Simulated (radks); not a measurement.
The numbers below are computed, except where a source is named.
Ge+, 31 electrons, occupied as [Ar] 3d10 4p3 (not the ground configuration). Level of theory: scalar-relativistic Kohn-Sham, r2SCAN, spin-unpolarised, spherical densities, finite nucleus; meta-GGA in the generalised Kohn-Sham scheme; Fermi nuclear charge, rms radius 4.0742 fm (a radial shooting solver on a logarithmic mesh with Libxc functionals).

Local quantities along the radius. ELF = 1/(1 + alpha^2) is the electron localisation function; alpha = (tau - tau_W)/tau_unif compares the Pauli kinetic energy density with that of the uniform gas; s = |grad rho|/(2 (3 pi^2)^(1/3) rho^(4/3)) is the reduced gradient. tau is taken from the large components.

r (bohr)	ELF	alpha	s
0.001572	1.000	0.01838	0.5532
0.002063	1.000	0.01844	0.5145
0.002708	1.000	0.01892	0.4875
0.003555	1.000	0.01992	0.4701
0.004666	1.000	0.02161	0.4611
0.006124	0.999	0.02432	0.4599
0.008039	0.999	0.02863	0.4668
0.01055	0.999	0.03567	0.4824
0.01385	0.998	0.04779	0.5085
0.01818	0.995	0.07022	0.5478
0.02386	0.987	0.1158	0.6035
0.03132	0.954	0.2185	0.6758
0.04111	0.821	0.4671	0.7481
0.05396	0.496	1.007	0.7479
0.07083	0.293	1.553	0.5587
0.09297	0.402	1.220	0.3262
0.122	0.682	0.6821	0.3097
0.1602	0.799	0.5021	0.4433
0.2102	0.670	0.7023	0.6242
0.276	0.282	1.597	0.6160
0.3622	0.311	1.489	0.2556
0.4754	0.671	0.7002	0.2521
0.6241	0.776	0.5378	0.4420
0.8191	0.677	0.6906	0.6981
1.075	0.359	1.337	1.018
1.411	0.117	2.745	1.085
1.852	0.175	2.173	0.7616
2.431	0.423	1.168	0.8776
3.192	0.435	1.139	1.464
4.189	0.207	1.960	2.874
5.499	0.030	5.702	6.832
7.217	0.001	30.07	21.06

On this mesh the ELF has minima near r = 0.071, 0.32, 1.6 bohr, which separate the shells, and maxima near 0.16 (0.80), 0.62 (0.78), 2.8 (0.47).
